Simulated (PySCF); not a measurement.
C₉H₁₃N.
Cartesian coordinates in Å at the GFN2-xTB level; atoms count from 1:
```xyz
23
C9H13N angstrom
C      2.5548   -0.5687   -0.0821
C      1.2203   -0.1046    0.4900
C      0.2181   -1.2649    0.6906
C     -1.0030   -0.8264   -0.1220
C     -0.3495   -0.1425   -1.3204
C      0.4582    0.8334   -0.4648
C     -0.6509    1.5265    0.3334
C     -1.6509    0.3729    0.6038
C     -2.9452    0.6702    0.0494
N     -3.9639    0.9115   -0.4118
H      2.4197   -1.0481   -1.0487
H      3.2265    0.2777   -0.2105
H      3.0276   -1.2803    0.5914
H      1.4194    0.4051    1.4373
H     -0.0230   -1.4314    1.7404
H      0.6201   -2.1952    0.2876
H     -1.7055   -1.6301   -0.3402
H     -1.0662    0.3540   -1.9731
H      0.2670   -0.8182   -1.9094
H      1.1033    1.5269   -1.0015
H     -1.1213    2.3134   -0.2589
H     -0.2839    1.9719    1.2575
H     -1.7764    0.1738    1.6721
```

NICS = −σ at a ghost point: NICS(0) at the centroid of the ring atoms, NICS(1) 1 Å to either side along the normal of their mean plane, zz for the tensor component along that normal. Level: GIAO PBE0/pcSseg-1 (PySCF, non-relativistic, gas phase) on the GFN2-xTB geometry, one conformer.

Ring bond lengths (Å), with Mayer bond orders in brackets: C2–C3 1.546 (0.97), C3–C4 1.531 (1.03), C4–C5 1.527 (0.96), C5–C6 1.529 (0.96), C6–C2 1.540 (0.96); C4–C5 1.527 (0.96), C5–C6 1.529 (0.96), C6–C7 1.532 (1.02), C7–C8 1.551 (0.97), C8–C4 1.544 (0.95).

**Question.** What do the NICS probes read (ppm)?

**Answer.** 
```
          ring                                            type  NICS(0)  NICS(1), two faces  NICS(1)zz, two faces  rms pucker (Å)  centre to ring atoms, mean (Å)
C2–C3–C4–C5–C6  5-membered carbocycle; formal bonds all single     -9.4         -9.6 / -5.0          -12.0 / -5.2            0.26                            1.26
C4–C5–C6–C7–C8  5-membered carbocycle; formal bonds all single     -9.5         -9.6 / -4.9          -12.9 / -5.4            0.27                            1.26
```

**Question.** What do they say, and how far can they be read as aromaticity?

**Answer.** 
- C2–C3–C4–C5–C6: mean NICS(1)zz -8.6 ppm, shielded. C2, C3, C4, C5, C6 have four or more neighbours, so the value isn't read as a sign of a π ring current. The two faces differ by 6.8 ppm, so no symmetry operation interchanges them.
- C4–C5–C6–C7–C8: mean NICS(1)zz -9.1 ppm, shielded. C4, C5, C6, C7, C8 have four or more neighbours, so the value isn't read as a sign of a π ring current. The two faces differ by 7.5 ppm, so no symmetry operation interchanges them.

**Question.** List the ring angles and the Hirshfeld charges of the ring atoms.

**Answer.** 
- C2–C3–C4–C5–C6: C2 102.5° (-0.020 e), C3 103.5° (-0.070 e), C4 101.7° (-0.019 e), C5 94.2° (-0.074 e), C6 102.7° (-0.026 e); sum 504.6° against 540° for a flat convex ring.
- C4–C5–C6–C7–C8: C4 101.6° (-0.019 e), C5 94.2° (-0.074 e), C6 101.4° (-0.026 e), C7 102.8° (-0.061 e), C8 103.0° (-0.004 e); sum 503.0° against 540° for a flat convex ring.

**Question.** How shielded are the nuclei of the rings and their hydrogens (means over atoms taken as equivalent)?

**Answer.** 
```json
{"atoms": "C2", "environment": "sp3 CH carbon", "σ isotropic (ppm)": "147.9", "principal values of the symmetric part, first atom (ppm)": "138.7, 140.5, 164.3"}
{"atoms": "C3", "environment": "ring CH2 carbon", "σ isotropic (ppm)": "146.3", "principal values of the symmetric part, first atom (ppm)": "132.3, 145.0, 161.6"}
{"atoms": "C4", "environment": "sp3 carbon at a ring junction", "σ isotropic (ppm)": "140.0", "principal values of the symmetric part, first atom (ppm)": "129.2, 136.2, 154.7"}
{"atoms": "C5", "environment": "ring CH2 carbon", "σ isotropic (ppm)": "152.0", "principal values of the symmetric part, first atom (ppm)": "137.5, 156.5, 161.9"}
{"atoms": "C6", "environment": "sp3 carbon at a ring junction", "σ isotropic (ppm)": "141.0", "principal values of the symmetric part, first atom (ppm)": "128.6, 138.5, 155.9"}
{"atoms": "C7", "environment": "ring CH2 carbon", "σ isotropic (ppm)": "146.4", "principal values of the symmetric part, first atom (ppm)": "133.4, 143.4, 162.5"}
{"atoms": "C8", "environment": "sp3 carbon next to a nitrile", "σ isotropic (ppm)": "157.0", "principal values of the symmetric part, first atom (ppm)": "146.1, 151.6, 173.2"}
{"atoms": "H14", "environment": "methine hydrogen", "σ isotropic (ppm)": "30.37", "principal values of the symmetric part, first atom (ppm)": "25.5, 29.4, 36.2"}
{"atoms": "H15", "environment": "methylene hydrogen", "σ isotropic (ppm)": "30.28", "principal values of the symmetric part, first atom (ppm)": "26.1, 27.9, 36.8"}
{"atoms": "H16", "environment": "methylene hydrogen", "σ isotropic (ppm)": "30.66", "principal values of the symmetric part, first atom (ppm)": "25.6, 28.9, 37.4"}
{"atoms": "H17", "environment": "methine hydrogen", "σ isotropic (ppm)": "29.35", "principal values of the symmetric part, first atom (ppm)": "24.6, 27.1, 36.3"}
{"atoms": "H18", "environment": "methylene hydrogen", "σ isotropic (ppm)": "30.17", "principal values of the symmetric part, first atom (ppm)": "25.4, 27.8, 37.3"}
{"atoms": "H19", "environment": "methylene hydrogen", "σ isotropic (ppm)": "30.32", "principal values of the symmetric part, first atom (ppm)": "25.1, 28.4, 37.4"}
{"atoms": "H20", "environment": "methine hydrogen", "σ isotropic (ppm)": "29.91", "principal values of the symmetric part, first atom (ppm)": "25.1, 27.9, 36.7"}
```

The list is cut; further classes of hydrogen are left out.

Hardware: one thread of an Arm Neoverse V1 (shared host). Cost: 49 s. This is the whole shielding run at PBE0/pcSseg-1, SCF included.
